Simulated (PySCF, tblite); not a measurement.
Isomers of [C6H10O2]- (charge -1 and doublet state), one GFN2-xTB conformer each. Single-point energies are computed at B3LYP/pcH-1 (PySCF, gas phase, no added dispersion term), electronic only. GFN2-xTB treats the open shell by occupation alone, and not every SCF solution was tested for stability.

```
                 SMILES  GFN2-xTB relative energy (kcal/mol)
C=C(OC)[C@H](C)[CH][O-]                                 24.6
  C[C@H]1CC[C]([O-])OC1                                  0.0
       C=CCCC[C]([O-])O                                 12.6
```

Conformers: `[CH2:1]=[C:2]([O:3][CH3:4])[C@H:5]([CH3:6])[CH:7][O-:8]` (charge -1 and doublet state) with C1–C2–O3–C4 82°, C1–C2–C5–C6 40°, C2–C5–C7–O8 -100°; `[CH3:1][C@H:2]1[CH2:3][CH2:4][C:5]([O-:6])[O:7][CH2:8]1` (charge -1 and doublet state) with C1–C2–C3–C4 177°, C2–C3–C4–C5 -57°, C3–C4–C5–O6 -164°, C4–C5–O7–C8 -61°; `[CH2:1]=[CH:2][CH2:3][CH2:4][CH2:5][C:6]([O-:7])[OH:8]` (charge -1 and doublet state) with C1–C2–C3–C4 -102°, C2–C3–C4–C5 180°, C3–C4–C5–C6 179°, C4–C5–C6–O7 -87°, C5–C6–O8–H -170°.

Task: What does B3LYP/pcH-1 give for the same structures?

Result: 
```
                 SMILES  B3LYP/pcH-1 E (Eh)  B3LYP/pcH-1 (kcal/mol)  GFN2-xTB (kcal/mol)  point group
  C[C@H]1CC[C]([O-])OC1          -385.10438                     0.0                  0.0           C1
       C=CCCC[C]([O-])O          -385.09387                     6.6                 12.6           C1
C=C(OC)[C@H](C)[CH][O-]          -385.06109                    27.2                 24.6           C1
```

Both levels put the same isomer lowest; measured from each level's own lowest isomer, the values differ by up to 6.0 kcal/mol (C=CCCC[C]([O-])O: 12.6 against 6.6). 

Task: What happens when harmonic zero-point energies from GFN2-xTB frequencies are added?

Result: 
| SMILES | ZPE (kcal/mol) | electronic (kcal/mol) | with ZPE (kcal/mol) |
| --- | --- | --- | --- |
| C[C@H]1CC[C]([O-])OC1 | 92.6 | 0.0 | 0.0 |
| C=CCCC[C]([O-])O | 89.9 | 6.6 | 3.9 |
| C=C(OC)[C@H](C)[CH][O-] | 89.0 | 27.2 | 23.6 |

The zero-point energies span 3.6 kcal/mol. The order is unchanged.
